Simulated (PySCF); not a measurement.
## C2H11NSi2

C2H11NSi2 is a small molecule, neutral, singlet. The structure, one conformer, was relaxed in the gas phase by PBE0-D3(BJ)/def2-SVP. No frequency run checks that it is a minimum.

SMILES: C[SiH](C)N[SiH3]

```
atom   x (Å)   y (Å)   z (Å)
 Si1  -0.628   0.391  -0.350
  C2  -1.076  -1.423  -0.480
  C3  -1.598   1.242   1.011
  N4   1.080   0.545   0.010
 Si5   2.425  -0.482  -0.382
  H6  -0.977   1.059  -1.650
  H7  -0.808  -1.964   0.441
  H8  -0.572  -1.917  -1.325
  H9  -2.162  -1.525  -0.634
 H10  -2.679   1.202   0.805
 H11  -1.318   2.305   1.097
 H12  -1.413   0.762   1.985
 H13   1.347   1.468   0.345
 H14   3.047  -0.204  -1.719
 H15   1.966  -1.902  -0.386
 H16   3.497  -0.306   0.646
```

Shieldings: GIAO PBE0/pcSseg-1. Shifts are against computed references at the same level: C TMS (σ 184.4 ppm), H TMS (σ 31.27 ppm), Si TMS (σ 352.0 ppm). Core levels by delta-SCF with SCAN, pcX-2 on the ionised atom and pcseg-1 elsewhere, spin-free X2C (2p3/2 is the spin-free 2p value less a third of a first-order spin-orbit splitting); from the vacuum level, for chosen atoms.

(1) Give the shieldings and core levels atom by atom.

(2) Which of Si1, Si5 holds its core electrons tightest, and by how much against the loosest?

(3) By CAM-B3LYP/def2-SVPD (TDDFT singlets, Tamm-Dancoff triplets, ionisation by delta-SCF), where does absorption start, and what does vertical ionisation take?

## Answers

(1) 
| atoms | bonded to | σ (ppm) | δ (ppm) | core level (eV) |
| --- | --- | --- | --- | --- |
| Si1 | 2 C + 1 N + 1 H | 360.1 | -8.1 | 2p3/2 106.43 |
| C2 | 1 Si + 3 H | 186.3 | -1.9 | 1s 290.04 |
| C3 | 1 Si + 3 H | 183.2 | 1.2 | 1s 290.04 |
| N4 | 2 Si + 1 H | 253.6 | - | 1s 403.94 |
| Si5 | 1 N + 3 H | 409.5 | -57.5 | 2p3/2 106.90 |
| H6 | 1 Si | 26.35 | 4.91 | - |
| H7 H8 H9 | 1 C | 30.97 | 0.30 | - |
| H10 H11 H12 | 1 C | 31.12 | 0.14 | - |
| H13 | 1 N | 32.00 | -0.74 | - |
| H14 H15 H16 | 1 Si | 26.61 | 4.66 | - |

Values are those of this one static structure, with the three H of a rotating XH3 group averaged; atoms that internal rotation interchanges would show their mean in an NMR spectrum.

(2) Si5 (bonded to 1 N + 3 H), by 0.47 eV over Si1 (bonded to 2 C + 1 N + 1 H).

(3) The lowest singlet lies at 6.32 eV (f 0.005), the strongest of the first 6 at 7.81 eV (f 0.100), the lowest triplet at 5.99 eV; vertical ionisation takes 9.27 eV.

The 3 runs behind this took 63 s in all, one thread each of AMD EPYC 9R45 96-Core on a shared host, launched as `OMP_NUM_THREADS=1 python cluster_run.py task.json out`.
